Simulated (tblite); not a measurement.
Compound: C7H10O3.
Bonds: C1–C2, C2–O3 (double), C2–O4, O4–C5, C5–O6 (double), C5–C7, C7–C8, C8–C9, C9–C10, C8–C10. Hydrogens: H11, H12, H13 on C1; H14, H15 on C7; H16 on C8; H17, H18 on C9; H19, H20 on C10.

Computed with GFN2-xTB (tblite), gas phase: L-BFGS steps from a force-field or distance-geometry start until the largest atomic force falls under 0.01 eV/Å.

Step 14: E = -878.1130 eV
```
atom  x, y, z in Å  |  force x, y, z in eV/Å
C1      3.8773   -0.4447   -0.8677    0.040  -0.050  -0.009
C2      2.7589    0.3634   -0.2871   -0.051   0.221   0.055
O3      2.8754    1.4777    0.1173    0.010  -0.051  -0.024
O4      1.5812   -0.3547   -0.2585   -0.070   0.154   0.009
C5      0.4233    0.2201    0.2337   -0.081   0.041  -0.023
O6      0.3522    1.3345    0.6459   -0.006  -0.065  -0.071
C7     -0.7192   -0.7737    0.2337    0.004   0.000  -0.017
C8     -1.9767   -0.2516   -0.4495    0.014   0.130   0.038
C9     -2.5436    1.0927   -0.0941    0.069   0.141  -0.051
C10    -3.2645   -0.1424    0.3160   -0.065  -0.124   0.061
H11     4.6877    0.2360   -1.1103    0.042  -0.041  -0.053
H12     3.5671   -1.0055   -1.7421   -0.083  -0.009  -0.025
H13     4.2216   -1.1438   -0.1119    0.028  -0.112   0.050
H14    -0.9128   -0.9404    1.2991   -0.123  -0.103  -0.095
H15    -0.4116   -1.7082   -0.2321    0.095  -0.031   0.063
H16    -2.0676   -0.5272   -1.4978    0.133  -0.023   0.176
H17    -2.9295    1.6904   -0.9017   -0.130   0.044  -0.066
H18    -2.0750    1.6806    0.6737    0.174   0.002   0.052
H19    -4.1991   -0.3972   -0.1509   -0.056  -0.068  -0.213
H20    -3.2503   -0.3952    1.3620    0.056  -0.053   0.144
```

Step 15: E = -878.1231 eV
```
atom  x, y, z in Å  |  force x, y, z in eV/Å
C1      3.8669   -0.4449   -0.8662    0.074  -0.104  -0.022
C2      2.7557    0.3731   -0.2870    0.035   0.240   0.027
O3      2.8876    1.4852    0.1195   -0.096  -0.089  -0.008
O4      1.5728   -0.3391   -0.2679    0.029   0.218   0.042
C5      0.4185    0.2318    0.2339   -0.038   0.075  -0.006
O6      0.3485    1.3484    0.6411   -0.027  -0.105  -0.064
C7     -0.7132   -0.7720    0.2371   -0.014  -0.014  -0.021
C8     -1.9705   -0.2544   -0.4451   -0.077   0.071   0.045
C9     -2.5371    1.0883   -0.0929    0.017   0.124  -0.007
C10    -3.2635   -0.1494    0.3128   -0.083  -0.006   0.075
H11     4.6927    0.2158   -1.1145   -0.020  -0.005  -0.050
H12     3.5430   -1.0055   -1.7347   -0.066  -0.030  -0.060
H13     4.2062   -1.1457   -0.1102    0.013  -0.134   0.072
H14    -0.9090   -0.9576    1.2978   -0.105  -0.057  -0.057
H15    -0.3933   -1.6977   -0.2357    0.092  -0.064   0.034
H16    -2.0674   -0.5347   -1.4897    0.165  -0.028   0.103
H17    -2.9164    1.6917   -0.8996   -0.131   0.035  -0.062
H18    -2.0681    1.6694    0.6805    0.147   0.006   0.039
H19    -4.1970   -0.3994   -0.1643    0.024  -0.064  -0.164
H20    -3.2614   -0.3925    1.3627    0.061  -0.071   0.082
```

Step 16: E = -878.1313 eV
```
atom  x, y, z in Å  |  force x, y, z in eV/Å
C1      3.8603   -0.4467   -0.8651    0.056  -0.114  -0.013
C2      2.7539    0.3826   -0.2872    0.100   0.145  -0.014
O3      2.8956    1.4917    0.1214   -0.131  -0.032   0.022
O4      1.5665   -0.3239   -0.2749    0.102   0.189   0.036
C5      0.4138    0.2407    0.2337    0.011   0.070   0.005
O6      0.3449    1.3585    0.6364   -0.068  -0.065  -0.027
C7     -0.7092   -0.7712    0.2396   -0.018  -0.022  -0.017
C8     -1.9666   -0.2546   -0.4407   -0.116  -0.001   0.048
C9     -2.5323    1.0871   -0.0920   -0.051   0.072   0.044
C10    -3.2637   -0.1546    0.3117   -0.066   0.116   0.059
H11     4.6966    0.1999   -1.1186   -0.069   0.007  -0.043
H12     3.5234   -1.0056   -1.7300   -0.040  -0.035  -0.059
H13     4.1957   -1.1494   -0.1080   -0.013  -0.118   0.058
H14    -0.9098   -0.9726    1.2954   -0.074  -0.014  -0.015
H15    -0.3781   -1.6909   -0.2370    0.071  -0.067   0.007
H16    -2.0640   -0.5406   -1.4813    0.162  -0.029   0.016
H17    -2.9102    1.6935   -0.8985   -0.106   0.015  -0.024
H18    -2.0594    1.6614    0.6857    0.097   0.007   0.004
H19    -4.1945   -0.4026   -0.1780    0.107  -0.047  -0.084
H20    -3.2683   -0.3918    1.3649    0.046  -0.075  -0.002
```

Step 17: E = -878.1379 eV
```
atom  x, y, z in Å  |  force x, y, z in eV/Å
C1      3.8569   -0.4500   -0.8642    0.011  -0.080   0.005
C2      2.7544    0.3909   -0.2880    0.114   0.014  -0.038
O3      2.8992    1.4971    0.1232   -0.095   0.060   0.043
O4      1.5636   -0.3100   -0.2797    0.119   0.094   0.008
C5      0.4104    0.2471    0.2334    0.045   0.034   0.010
O6      0.3408    1.3652    0.6325   -0.107   0.011   0.019
C7     -0.7071   -0.7712    0.2413   -0.006  -0.022  -0.007
C8     -1.9654   -0.2540   -0.4365   -0.094  -0.051   0.034
C9     -2.5300    1.0882   -0.0907   -0.091   0.011   0.068
C10    -3.2648   -0.1562    0.3123   -0.025   0.176   0.029
H11     4.6986    0.1887   -1.1223   -0.088   0.000  -0.036
H12     3.5089   -1.0060   -1.7278   -0.012  -0.030  -0.033
H13     4.1892   -1.1546   -0.1056   -0.041  -0.083   0.023
H14    -0.9139   -0.9844    1.2930   -0.033   0.020   0.016
H15    -0.3664   -1.6875   -0.2369    0.037  -0.045  -0.011
H16    -2.0577   -0.5451   -1.4744    0.128  -0.023  -0.052
H17    -2.9098    1.6951   -0.8978   -0.069  -0.004   0.025
H18    -2.0502    1.6566    0.6889    0.041   0.010  -0.032
H19    -4.1903   -0.4062   -0.1903    0.146  -0.025  -0.007
H20    -3.2716   -0.3930    1.3671    0.020  -0.068  -0.065
```

Task: Estimate the geometry and energy of step 18. (The exact step hangs on the optimiser's Hessian estimate; all steps are aligned on step 17, rigid shifts and turns removed.)

Result: E = -878.1426 eV, largest force 0.144 eV/Å
```
atom  x, y, z in Å  |  force x, y, z in eV/Å
C1      3.8553   -0.4539   -0.8636   -0.028  -0.026   0.017
C2      2.7568    0.3972   -0.2890    0.078  -0.065  -0.026
O3      2.8997    1.5017    0.1251   -0.024   0.109   0.038
O4      1.5639   -0.2991   -0.2826    0.078  -0.001  -0.012
C5      0.4088    0.2515    0.2334    0.047  -0.004   0.011
O6      0.3359    1.3697    0.6302   -0.118   0.059   0.047
C7     -0.7059   -0.7718    0.2423    0.013  -0.012   0.004
C8     -1.9663   -0.2539   -0.4332   -0.027  -0.055   0.005
C9     -2.5303    1.0901   -0.0888   -0.074  -0.029   0.053
C10    -3.2662   -0.1542    0.3137    0.017   0.143   0.004
H11     4.6982    0.1816   -1.1256   -0.076  -0.015  -0.031
H12     3.4994   -1.0067   -1.7272    0.007  -0.024   0.000
H13     4.1849   -1.1601   -0.1035   -0.059  -0.046  -0.013
H14    -0.9182   -0.9919    1.2914    0.006   0.043   0.029
H15    -0.3582   -1.6865   -0.2365    0.002  -0.011  -0.015
H16    -2.0504   -0.5484   -1.4704    0.081  -0.009  -0.074
H17    -2.9121    1.6962   -0.8969   -0.040  -0.014   0.061
H18    -2.0427    1.6540    0.6901   -0.002   0.019  -0.053
H19    -4.1848   -0.4094   -0.1991    0.124  -0.005   0.037
H20    -3.2729   -0.3954    1.3678   -0.004  -0.057  -0.081
```

The energy changes by -0.0048 eV. The first-order estimate −F·Δx gives -0.0069 eV and the mean of the old and new forces, exact on a quadratic surface, -0.0048 eV. The step makes an angle of 61° with the force vector and moves no atom by more than 0.011 Å.

The cost below is that of the whole relaxation. Hardware: one thread of an Intel Xeon Platinum 8259CL at 2.50 GHz, no GPU, shared host. Cost: 2.7 s of wall time.
